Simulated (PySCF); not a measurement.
Geometry:
```tsv
atom	x (Å)	y (Å)	z (Å)
Si1	-0.246	0.198	-1.848
H2	0.395	1.240	-2.712
H3	-1.115	-0.655	-2.719
C4	1.099	-0.855	-1.038
Si5	1.666	-0.137	0.608
H6	2.863	-0.866	1.137
H7	2.064	1.294	0.400
C8	0.241	-0.200	1.846
Si9	-1.458	-0.032	1.035
H10	-1.949	-1.396	0.651
H11	-2.450	0.551	1.993
C12	-1.309	1.021	-0.519
H13	1.951	-0.970	-1.729
H14	0.699	-1.867	-0.851
H15	0.275	-1.151	2.404
H16	0.378	0.606	2.587
H17	-0.852	1.986	-0.237
H18	-2.307	1.250	-0.929
```

- PBE0-D3(BJ)/def2-SVP geometry
- shielding tensors at B3LYP/pcSseg-1 (GIAO)
- run in PySCF 2.14
- a single conformation, rapidly exchanging positions averaged, no solvent model, relativity neglected

References, each an isolated molecule treated in the same way: TMS for $^{13}$C and $^{1}$H and $^{29}$Si.

```
                  atoms    nucleus  count  δ (ppm)
H13/H14/H15/H16/H17/H18    $^{1}$H      6    -0.12
              C4/C8/C12   $^{13}$C      3        ?
            Si1/Si5/Si9  $^{29}$Si      3        ?
    H2/H3/H6/H7/H10/H11    $^{1}$H      6     4.30
```

Estimate the values marked ?.

Answers


- C4/C8/C12: -13.1 ppm, carbon bonded to 2 Si, 2 H
- Si1/Si5/Si9: -42.1 ppm, silicon bonded to 2 C, 2 H

Shifts are as computed. Against solution values, carbons near 30 ppm lie about +2 ppm off and those near 130 ppm about +6 ppm. Of 1309 compounds with measured shifts, 239 miss one by over three times the rms of a fit or turn the order of signals round; such compounds aren't used in these exercises.
